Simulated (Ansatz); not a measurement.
System: InI2, charge 0, multiplicity 2. It need not be the lowest isomer of its formula. 
Coordinates optimised at B3LYP-D3(BJ)/def2-TZVP (Ansatz, a program for electronic structure):
```
In
I 1 2.7582
I 1 2.7582 2 122.69
```
Charge 0, spin multiplicity 2.

Computed values are from Ansatz. Valence correlation only, unless marked. Open shells are spin-unrestricted. Spin-orbit coupling is left out. The frozen core is the preceding noble-gas configuration, with the filled d and f shells of earlier blocks. In def2 rows, elements after Kr have scalar-relativistic effective core potentials. Basis-set limits of correlation are two-point, X^-3; Hartree-Fock from the larger set. [CCSD(T)-MP2]/basis is that difference in the basis named.

| Quantity | Result |
|---|---|
| atomisation energy De | 115.1 kcal/mol at RI-MP2/CBS(def2-TZVPPD,def2-QZVPPD)+[CCSD(T)-MP2]/def2-TZVPPD |
| total energy | -783.0894 Eh at RI-MP2/CBS(def2-TZVPPD,def2-QZVPPD)+[CCSD(T)-MP2]/def2-TZVPPD |
| dipole moment | 1.99 D at CCSD(T)/def2-SVPD |
| T1 diagnostic | 0.016 at CCSD/def2-TZVPPD |
